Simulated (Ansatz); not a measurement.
## Ansatz (development build ahead of 0.2.0) run

```yaml
crystal:
  periodic: [false, false, false]
  atoms:
    - { symbol: Cr, position_ang: [0.0, 0.0, 0.0] }
    - { symbol: O, position_ang: [1.4381, 0.0, 0.7014] }
    - { symbol: O, position_ang: [-1.4381, 0.0, 0.7014] }
basis:
  gaussian: { orbitals: pcseg-2 }
magnetization:
  initial_magnetization: 2
hamiltonian:
  xc: pbe
```

The input is written out in the form of the current development build from the run's settings.

Output:

```
Converged                       : yes
Total energy                    : -1194.66167 hartree
Spin squared of the determinant : 2.000
Stability test                  : minimum among restricted orbitals
```

Caution: no unrestricted run beside it, a lower state can exist; another spin multiplicity may lie lower.
